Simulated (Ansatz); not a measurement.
`[NH2][GeH]1[CH2][SiH2]1` at its PBE0-D4/def2-TZVP geometry, where that method's forces vanish. The species carries charge 0 and has multiplicity 1.

```
atom    x (Å)    y (Å)    z (Å)
  N1  -1.9314   0.5848   0.4854
 Ge2  -0.2301  -0.0196   0.8423
  C3   0.5181  -1.0211  -0.7145
 Si4   1.4477   0.6157  -0.5902
  H5  -2.1291   1.4878   0.8935
  H6  -2.6597  -0.0593   0.7649
  H7   0.0070  -0.6878   2.2082
  H8  -0.1701  -1.1287  -1.5500
  H9   1.0648  -1.9382  -0.5107
 H10   2.8690   0.5483  -0.1728
 H11   1.2139   1.6181  -1.6562
```

Task: For each bond, give half the difference of the two atoms' forces along it (eV/Å; positive pushes the atoms apart) under PBE-D4, r2SCAN-D4, B3LYP-D4, ωB97M-V in def2-TZVPP. (An estimate is asked.)

Result: Computed: 
```
   bond  length (Å)  PBE-D4  r2SCAN-D4  B3LYP-D4  ωB97M-V
 N1–Ge2       1.840    0.15       0.06      0.20     0.11
  N1–H5       1.010    0.22       0.03     -0.04    -0.03
  N1–H6       1.012    0.22       0.02     -0.05    -0.05
 Ge2–C3       1.997    0.12       0.07      0.20    -0.02
Ge2–Si4       2.296    0.09       0.02      0.15    -0.01
 Ge2–H7       1.539   -0.01      -0.06     -0.12    -0.11
 C3–Si4       1.886    0.10       0.04      0.18     0.03
  C3–H8       1.088    0.08      -0.03     -0.11    -0.05
  C3–H9       1.087    0.08      -0.03     -0.10    -0.05
Si4–H10       1.483    0.04      -0.02     -0.11    -0.11
Si4–H11       1.482    0.04      -0.02     -0.12    -0.11
```

B3LYP here is the variant with VWN-RPA as its local correlation; programs differ in this.
